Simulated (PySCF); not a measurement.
## A ladder of Hamiltonians for Tl⁶⁹⁺ (thallium, charge +69)

Occupied: 1s1/2, 2s1/2, 2p1/2, 2p3/2, 3s1/2. Hartree-Fock calculated with PySCF 2.14 in an even-tempered Gaussian basis (19 s from 11 bohr⁻², ratio 2.3; 16 p from 13 bohr⁻², ratio 2.3), Gaussian nucleus throughout. NR is non-relativistic, sf-X2C the spin-free one-electron X2C Hamiltonian, X2C adds the bare one-electron spin-orbit term, X2C-SNSO screens it by Boettger's factors, DC is four-component Dirac-Coulomb, and the Gaunt term is added at first order (total energies over the DC spinors, levels after relaxing the spinors in that mean field). QED terms are absent. Levels marked empty are virtual spinors of this ion; the basis has s and p functions only, so 3d, which can lie below the n = 4 levels, is absent.

```json
{"Hamiltonian": "NR", "E (hartree)": "-13015.6201", "E − E(DC) (hartree)": "1190.5413", "CPU seconds": "0.43"}
{"Hamiltonian": "sf-X2C", "E (hartree)": "-14170.8629", "E − E(DC) (hartree)": "35.2985", "CPU seconds": "0.33"}
{"Hamiltonian": "X2C", "E (hartree)": "-14199.8156", "E − E(DC) (hartree)": "6.3458", "CPU seconds": "0.32"}
{"Hamiltonian": "X2C-SNSO", "E (hartree)": "-14198.2656", "E − E(DC) (hartree)": "7.8958", "CPU seconds": "0.48"}
{"Hamiltonian": "DC", "E (hartree)": "-14206.1614", "E − E(DC) (hartree)": "0.0000", "CPU seconds": "19"}
{"Hamiltonian": "DC+Gaunt", "E (hartree)": "-14186.2311", "E − E(DC) (hartree)": "19.9303", "CPU seconds": "35"}
```

```tsv
level (eV)	NR	sf-X2C	X2C	X2C-SNSO	DC	DC+Gaunt
1s1/2	-83694.3	-92325.4	-92297.3	-92298.8	-92421.4	-92097.9
2s1/2	-18925.1	-21423.7	-21416.7	-21417.1	-21435.6	-21398.9
2p1/2	-18485.6	-19303.3	-20891.5	-20843.2	-20857.4	-20794.2
2p3/2	-18485.6	-19303.3	-18698.6	-18712.6	-18724.8	-18684.0
3s1/2	-7949.1	-8742.1	-8740.9	-8740.9	-8745.5	-8735.6
3p1/2 (empty)	-7690.6	-8019.5	-8441.0	-8428.4	-8432.1	-8415.9
3p3/2 (empty)	-7690.6	-8019.5	-7855.8	-7859.6	-7862.3	-7851.7
4s1/2 (empty)	-4298.2	-4631.4	-4630.9	-4630.9	-4632.7	-4628.9
```

```csv
interval (eV),sf-X2C,X2C,X2C-SNSO,DC,DC+Gaunt
2p3/2 − 2p1/2,-1.980e-10,2193,2131,2133,2110
3p3/2 − 3p1/2,-5.398e-10,585.2,568.8,569.8,564.2
```

Weight of the small component: 1s1/2 0.0953, 2s1/2 0.0225, 2p1/2 0.0224, 2p3/2 0.0200, 3s1/2 0.00887, 3p1/2 0.00873, 3p3/2 0.00809, 4s1/2 0.00458.

Koopmans' value for the highest occupied level at DC+Gaunt: 8735.6 eV, against an ionisation energy of 8730 ± 50 eV (theoretical estimate listed by NIST; NIST Atomic Spectra Database, ionization energies); the former lacks relaxation, correlation, QED and recoil.

The whole ladder took 63 s of wall time on 1 thread of Intel(R) Xeon(R) Platinum 8488C (shared host), launched as `OMP_NUM_THREADS=1 python relrun2.py TASK.json OUT` (a driver that calls PySCF for each Hamiltonian).
